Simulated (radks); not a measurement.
Q: Eu XI, 53 electrons, occupied as [Ar] 3d10 4s2 4p5 4d10 4f5 5s2 5p1 (not the ground configuration). Calculated with a radial shooting solver on a logarithmic mesh with Libxc functionals: Dirac Kohn-Sham, BLYP, spin-unpolarised, spherical densities, finite nucleus; open shells are shared between the two j in proportion to 2j + 1; Fermi nuclear charge, rms radius 5.1115 fm. Some entries of the table are withheld. Estimate them.

orbital,occ.,eigenvalue (eV),<1/r> (bohr^-1),r(max) (bohr)
1s1/2,2,-48507.15,70.22,0.01420
2s1/2,2,-8114.746,16.72,0.08071
2p1/2,2,-7709.612,(1),0.06105
2p3/2,4,-7061.045,(2),0.06678
3s1/2,2,-1925.809,6.090,0.2290
3p1/2,2,-1750.565,(3),0.2161
3p3/2,4,-1618.237,(4),0.2283
3d3/2,4,-1314.561,5.408,0.1816
3d5/2,6,-1285.743,5.290,0.1850
4s1/2,2,-520.5950,2.565,0.5256
4p1/2,1.66667,-452.4233,2.464,0.5300
4p3/2,3.33333,-422.3735,2.306,0.5552
4d3/2,4,-309.4820,(5),0.5620
4d5/2,6,-303.9258,(6),0.5701
5s1/2,2,-190.1193,1.130,1.141
4f5/2,2.14286,-168.8139,1.691,0.5537
4f7/2,2.85714,-167.9242,1.679,0.5574
5p1/2,0.333333,-167.1686,(7),1.204
5p3/2,0.666667,-160.4896,(8),1.254

A: 
(1) 2p1/2 <1/r> (bohr^-1): 16.71
(2) 2p3/2 <1/r> (bohr^-1): 14.83
(3) 3p1/2 <1/r> (bohr^-1): 6.006
(4) 3p3/2 <1/r> (bohr^-1): 5.532
(5) 4d3/2 <1/r> (bohr^-1): 2.106
(6) 4d5/2 <1/r> (bohr^-1): 2.068
(7) 5p1/2 <1/r> (bohr^-1): 1.056
(8) 5p3/2 <1/r> (bohr^-1): 1.007
